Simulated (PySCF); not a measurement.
# Structure revision by computed shifts

A compound C6H5ClO gives the data below (simulated from a calculation) and was assigned the structure `Oc1ccccc1Cl`.

¹³C{¹H} NMR (computed): δ 164.2 (C), 146.2 (C), 136.4 (CH), 125.8 (CH), 118.8 (CH), 117.9 (CH).

¹H NMR (500 MHz, computed): δ 7.51 (m, 1H), 7.08 (d, 1H), 7.00 (d, 1H), 6.71 (s, 1H), 4.35 (br s, 1H).

All values are calculated (PySCF): GFN2-xTB structure, shielding tensors at PBE0/pcSseg-1 (GIAO). One conformer, no solvent, no relativistic terms.

References, each an isolated molecule treated in the same way: TMS for ¹H (σref 31.72), ¹³C (σref 186.93).

**Question.** Compare with the shifts computed for the proposed structure, pairing carbons in order of shift.

**Answer.** Numbering as in the mapped SMILES `[OH:1][c:2]1[cH:3][cH:4][cH:5][cH:6][c:7]1[Cl:8]` (H(Xn): hydrogen on atom n).

```json
{"atom": "C2", "computed for proposal": "159.1", "given list": "164.2", "difference": "-5.1"}
{"atom": "C6", "computed for proposal": "134.7", "given list": "146.2", "difference": "-11.5"}
{"atom": "C4", "computed for proposal": "134.3", "given list": "136.4", "difference": "-2.1"}
{"atom": "C7", "computed for proposal": "128.9", "given list": "125.8", "difference": "+3.1"}
{"atom": "C5", "computed for proposal": "125.2", "given list": "118.8", "difference": "+6.4"}
{"atom": "C3", "computed for proposal": "120.7", "given list": "117.9", "difference": "+2.8"}
```

The rms difference is 6.1 ppm and the largest -11.5 ppm at C6 (aromatic CH). The carbon types in order of shift don't match either: C, CH, CH, C, CH, CH for the proposal against C, C, CH, CH, CH, CH in the data. The proposal doesn't fit.

**Question.** Which isomer fits?

**Answer.** SMILES Oc1cccc(Cl)c1.

Carbon types of the structure: 2 × C, 4 × CH, leaving 1 H on heteroatoms. δC 164.2: aromatic carbon bearing oxygen; σ withdrawal by the attached heteroatom moves it downfield of the ring CH carbons. δC 146.2: aromatic carbon bearing chlorine. δC 136.4, 125.8, 118.8, 117.9: aromatic CH. δH 4.35: hydrogen on a phenol-type oxygen; exchangeable; this is the value without hydrogen bonding to other molecules.

Other isomers checked: C=C(Cl)C(=O)C#CC (rms 48.6 ppm).

This is the structure that produced the data.

Exchangeable OH/NH protons stand at their gas-phase positions; hydrogen bonding in a real sample shifts them, mostly to higher δ. Carbons that carry Cl, above all several Cl atoms, come out too deshielded, partly because spin–orbit coupling is missing. Shifts are as computed. Against solution values, carbons near 30 ppm lie about +3 ppm off and those near 130 ppm about +5 ppm; carbons on Cl a further +6 ppm. Of 1211 compounds with measured shifts, 218 miss one by over three times the rms of a fit or turn the order of signals round; such compounds aren't used in these exercises. Multiplicities follow the n + 1 count of equivalent neighbours, as no J values were calculated; m marks all less simple cases, F and P coupling included.
